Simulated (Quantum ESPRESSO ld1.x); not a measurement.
Results of a calculation; reference values are marked as such.
Question: The mean radii <r> (bohr) of the occupied orbitals of an atom or ion are listed with their occupations. Code: ld1.x of Quantum ESPRESSO 7.5. Model: Dirac Kohn-Sham, PBE, spin-unpolarised, spherical densities, point nucleus.

| orbital | occ. | <r> |
|---|---|---|
| 1s1/2 | 2 | 0.01658 |
| 2s1/2 | 2 | 0.06906 |
| 2p1/2 | 2 | 0.05677 |
| 2p3/2 | 4 | 0.06538 |
| 3s1/2 | 2 | 0.1764 |
| 3p1/2 | 2 | 0.1665 |
| 3p3/2 | 4 | 0.1810 |
| 3d3/2 | 4 | 0.1568 |
| 3d5/2 | 6 | 0.1613 |

Name the element and its charge. Open shells, if any, are shared by 2j + 1.

Answer: Z = 80, mercury, charge +52: Hg52+ in [Ar] 3d10. The 1s radius gives Z: for a bare nucleus <r> = (2 gamma + 1)/(2Z) with gamma = sqrt(1 - (Z/c)^2), 0.0164 bohr for Z = 80, and screening makes it slightly larger (0.01658 here). The occupations add up to 28, and the charge is Z minus that.
